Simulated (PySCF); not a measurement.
Isomers of C4H7FOSi. Method: PySCF, TDDFT PBE0/def2-SVPD, vertical, gas phase, core orbitals frozen in the response. Geometries: GFN2-xTB; one conformer of each isolated species. Triplets are in the Tamm–Dancoff approximation.

A. `O=C(/C=C/F)C[SiH3]`
B. `C/C=C(/[SiH3])C(=O)F`
C. `O=C([SiH3])C/C=C\F`

Lowest singlet levels (six at most, fewer where fewer were computed) with oscillator strengths:

1. 3.55 eV (f 0.002); 5.30 eV (f 0.008); 5.90 eV (f 0.066); 6.30 eV (f 0.035); 6.58 eV (f 0.089); 6.84 eV (f 0.033); T1 2.87 eV
2. 3.95 eV (f 0.000); 5.88 eV (f 0.325); 5.99 eV (f 0.000); 6.68 eV (f 0.000); 6.82 eV (f 0.001); 7.09 eV (f 0.020); T1 3.48 eV
3. 4.76 eV (f 0.000); 5.72 eV (f 0.236); 6.26 eV (f 0.002); 6.80 eV (f 0.000); 7.13 eV (f 0.027); 7.20 eV (f 0.000); T1 3.53 eV

Question: Match each spectrum to its molecule.

Answer: 1 = C, 2 = A, 3 = B.
- A: S1 at 3.95 eV, HOMO→LUMO (97%); Löwdin shares by element: HOMO oxygen 62%, carbon 30% or more; LUMO carbon 62% or more, oxygen 19% (atoms not listed hold the other 19%); HOMO -7.82 and LUMO -1.89 eV; point group Cs, 3 of its 6 listed states under f = 0.0005.
- B: S1 at 4.76 eV, HOMO-1→LUMO (97%); Löwdin shares by element: HOMO carbon 57% or more, oxygen 9%, silicon 7% (atoms not listed hold the other 27%); LUMO carbon 64% or more, oxygen 15% (atoms not listed hold the other 20%); HOMO -8.35 and LUMO -2.12 eV.
- C: S1 at 3.55 eV, HOMO→LUMO (93%); Löwdin shares by element: HOMO oxygen 41%, carbon 26% or more, silicon 11% (atoms not listed hold the other 21%); LUMO carbon 45% or more, oxygen 32%, silicon 11%; HOMO -6.98 and LUMO -1.34 eV.
